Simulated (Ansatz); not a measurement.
Basis-set series for C$_{3}$H$_{7}$GaO (`C=C(O)[CH2][GaH2]`). The species carries charge 0 and has multiplicity 1. The structure was optimised at the PBE0-D4/def2-TZVP level. It is one conformer, not always the lowest.

Z-matrix (Å, degrees):
```
C
Ga 1 2.009
C 1 1.478 2 96.0
H 1 1.093 2 108.3 3 114.6
H 1 1.088 2 118.9 3 -119.6
O 2 2.388 1 62.5 3 -20.3
H 2 1.572 1 118.0 3 69.2
H 2 1.570 1 120.2 3 -114.0
C 3 1.327 1 130.6 2 -141.3
H 6 0.963 2 142.8 1 138.1
H 9 1.080 3 120.0 1 -5.9
H 9 1.084 3 122.1 1 173.9
```

```csv
functional,basis,functions,energy (Eh),HOMO (eV),LUMO (eV)
PBE0-D4,def2-SVP,123,-2117.71207,-6.70,-0.51
PBE0-D4,def2-TZVPP,270,-2118.17742,-6.75,-0.65
ωB97M-V,def2-SVP,123,-2117.98615,-8.88,1.20
ωB97M-V,def2-TZVPP,270,-2118.45982,-8.94,0.99
```

Q: Give the rows for def2-QZVPP. (Estimate.)

A: The calculation gave: 
| functional | basis | functions | energy (Eh) | HOMO (eV) | LUMO (eV) |
| --- | --- | --- | --- | --- | --- |
| PBE0-D4 | def2-QZVPP | 527 | -2118.23159 | -6.77 | -0.76 |
| ωB97M-V | def2-QZVPP | 527 | -2118.51220 | -8.96 | 0.65 |

Positive LUMOs are unbound and depend on the basis. Scalar relativity is left out up to krypton.

Program: Ansatz 0.2.0.
